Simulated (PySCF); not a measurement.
Compound: C₅H₆F₂.
Structure used (PBE0-D3(BJ)/def2-SVP), in Å, numbered top down from 1:
```xyz
13
C5H6F2 angstrom
F      2.4185   -0.6462   -0.0647
C      1.4846    0.2544   -0.4489
F      2.0492    1.4834   -0.3893
C      0.2929    0.1884    0.4668
C     -0.9132    0.9965    0.0463
C     -1.6901   -0.0840   -0.1241
C     -0.6160   -1.0628    0.2829
H      1.2181    0.0494   -1.5022
H      0.6518    0.3544    1.4970
H     -1.0633    2.0723   -0.0715
H     -2.7305   -0.2216   -0.4304
H     -0.2819   -1.7779   -0.4877
H     -0.8032   -1.6239    1.2123
```

Computed with PySCF, PBE0-D3(BJ)/def2-SVP geometry optimisation, gas phase.

Masses are those of the commonest isotopes; rigid-rotor values at the optimised geometry. The values belong to one conformer with, in the numbering `[F:1][CH:2]([F:3])[C@H:4]1[CH:5]=[CH:6][CH2:7]1`, F1–C2–C4–C5 -172°.

**Question.** What are A, B and C (GHz)?

**Answer.** Ia = 93.79, Ib = 255.13, Ic = 325.92 u·Å²; 505379 MHz·u·Å²/I gives 5388, 1981 and 1551 MHz, that is A = 5.3882, B = 1.9809, C = 1.5506 GHz.

**Question.** Classify the top.

**Answer.** An asymmetric top; Ray's κ = -0.776.

**Question.** What does the inertial defect say?

**Answer.** Not planar: Δ = Ic − Ia − Ib = -23.00 u·Å². For a rigid frame Δ = −2 Σ m c², so Σ m c² = 11.50 u·Å² lies off the ab plane: 6.31 from hydrogen and 5.19 from heavier atoms. The atom farthest from that plane is 1.56 Å away.

**Question.** Give the other two planar moments, Paa and Pbb, and the rms extents of the mass along the axes.

**Answer.** Paa = Σ m a² = (Ib + Ic − Ia)/2 = 243.62 and Pbb = Σ m b² = (Ia + Ic − Ib)/2 = 82.29 u·Å². With the mass M = 104.04 u, the rms extents √(P/M) along a, b and c are 1.53, 0.89, 0.33 Å.

**Question.** Where do the levels up to J = 2 lie, in K?

**Answer.** Above 0(0,0), as E/k:
J = 1: 1(0,1) 0.169, 1(1,1) 0.333, 1(1,0) 0.354
J = 2: 2(0,2) 0.507, 2(1,2) 0.651, 2(1,1) 0.713, 2(2,1) 1.204, 2(2,0) 1.206
The levels of one J sum to (2J + 1)J(J + 1)(A + B + C)/3.

**Question.** Predict some low-J microwave lines.

**Answer.** The dipole components are |μa| = 2.12 D, |μb| = 0.19 D, |μc| = 0.45 D. Intensities carry the squares of the components, which stand as 1.00 : 0.01 : 0.05 (a : b : c). Some lines, for components of 0.1 D or more:

```tsv
type	branch	J(Ka,Kc)	MHz	lower level (cm⁻¹)
a	Q	1(1,0) ← 1(1,1)	430	0.231
c	Q	2(1,2) ← 2(0,2)	3015	0.352
a	R	2(1,2) ← 1(1,1)	6633	0.231
b	R	1(1,1) ← 0(0,0)	6939	0.000
c	R	1(1,0) ← 0(0,0)	7369	0.000
b	R	2(1,2) ← 1(0,1)	10040	0.118
c	R	2(1,1) ← 1(0,1)	11331	0.118
b	Q	2(2,1) ← 2(1,2)	11513	0.453
b	R	2(2,1) ← 1(1,0)	17715	0.246
c	R	2(2,0) ← 1(1,0)	17753	0.246
c	R	2(2,1) ← 1(1,1)	18145	0.231
b	R	2(2,0) ← 1(1,1)	18184	0.231
```

**Question.** Estimate the classical rotational partition function at 100 K, 200 K and 500 K.

**Answer.** Point group C1, symmetry number σ = 1; q = (√π/σ)·√((kT/h)³/(ABC)), k/h = 20836.6 MHz/K: 41400 at 100 K, 117000 at 200 K, 463000 at 500 K.

Not checked by PBE0-D3(BJ)/def2-SVP frequencies. These are rigid-rotor constants of the computed structure; measured ground-state constants (B0) also hold zero-point vibration.
